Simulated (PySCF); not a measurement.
**[Gd(OH)4]− at several levels of theory**

Computed with PySCF 2.14.0 (density fitting, no spin-orbit coupling) at the geometry relaxed with PBE0:

```xyz
9
[Gd(OH)4]− (singlet in the valence; each metal's 4f electrons, 7 of them, lie in its core potential, out of spins and levels)
Gd    0.0000    0.0000    0.0000
O     1.3498    1.1112    1.2273
H     1.9600    1.6248    1.7498
O    -1.3498   -1.1112    1.2273
H    -1.9600   -1.6248    1.7498
O     1.1112   -1.3498   -1.2273
H     1.6248   -1.9600   -1.7498
O    -1.1112    1.3498   -1.2273
H    -1.6248    1.9600   -1.7498
```

```json
{"level": "PBE0", "basis": "Gd lcecp-1-SVP with ECP53, O def2-SVP, H def2-SVP", "state": "singlet", "HOMO (eV)": "-2.33", "gap (eV)": "6.47", "charge on Gd1 (e)": "0.82", "population of f-type functions on Gd1 (polarisation alone where 4f lies in the core)": "0.09", "dipole about the centre of mass (D)": "0.00", "largest force component (eV/Å)": "0.01"}
{"level": "M06-L", "basis": "the same", "state": "singlet", "HOMO (eV)": "-0.81", "gap (eV)": "5.57", "charge on Gd1 (e)": "1.01", "population of f-type functions on Gd1 (polarisation alone where 4f lies in the core)": "0.08", "dipole about the centre of mass (D)": "0.00", "largest force component (eV/Å)": "0.16"}
{"level": "PBE0", "basis": "Gd lcecp-1-TZVP with ECP53, O def2-TZVP, H def2-TZVP", "state": "singlet", "HOMO (eV)": "-2.75", "gap (eV)": "6.62", "charge on Gd1 (e)": "1.51", "population of f-type functions on Gd1 (polarisation alone where 4f lies in the core)": "0.10", "dipole about the centre of mass (D)": "0.00", "largest force component (eV/Å)": "0.22"}
```

In the lcecp rows the 4f levels are missing from HOMO and gap, and the state counts the valence alone.

Charges are Mulliken's, which hang on the basis. The relaxation used the grid (50, 194), these runs (75, 302) or, all-electron (x2c bases, spin-free X2C Hamiltonian), (99, 590).

Question: What does PBE with Gd lcecp-1-SVP with ECP53, O def2-SVP, H def2-SVP give here?

Answer: state singlet, HOMO (eV) -0.66, gap (eV) 4.19, charge on Gd1 (e) 0.53, population of f-type functions on Gd1 (polarisation alone where 4f lies in the core) 0.09, dipole about the centre of mass (D) 0.00, largest force component (eV/Å) 0.38. Time: 8.8 s on 2 threads of Intel(R) Xeon(R) CPU @ 2.60GHz (Ice Lake), with other jobs on the host, from an already converged density.

In the first row's basis the gap widens with exact exchange: 4.2 to 5.6 eV for PBE, M06-L (none); 6.5 eV for PBE0 (a fixed share).

An lcecp potential fixes the number of 4f electrons, so in runs with it no electron can move into or out of that shell.
